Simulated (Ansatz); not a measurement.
`N[SiH](O)[Si](N)(O)O` from Hartree–Fock to CCSD(T)

```xyz
15

N    -1.8225    1.3480   -0.6094
Si   -0.8413    0.7336    0.6443
O    -1.5346   -0.3594    1.7004
Si    0.8448   -0.6182   -0.2571
N     2.4385   -0.0510   -0.4853
O     0.2259   -1.0060   -1.7356
O     1.0290   -1.8841    0.7779
H    -2.4391    2.1360   -0.5112
H    -2.0098    0.8039   -1.4353
H    -0.4389    1.9291    1.4416
H    -2.2331   -0.0510    2.2801
H     3.0949   -0.0722    0.2775
H     2.6457    0.6807   -1.1437
H     0.7759   -1.5662   -2.2893
H     0.2645   -2.0230    1.3449
```

Total charge 0; spin multiplicity 1. The structure was optimised at the PBE0-D4/def2-TZVP level. It is one conformer, not always the lowest. Frozen core, restricted reference, Ansatz 0.2.0. CBS rows extrapolate triple and quadruple zeta; past MP2 they add the triple-zeta difference.

```tsv
basis	HF (Eh)	MP2 corr.
def2-TZVPP	-916.42747	-1.38766
def2-QZVPP	-916.46309	-1.49842
```

Problem. Estimate the CCSD correlation energy and the (T) correction in each basis where they were run (hartree).

Solution. 
```
     basis  CCSD corr.       (T)
def2-TZVPP    -1.42439  -0.05262
 CBS(def2)    -1.61720     as TZ
```
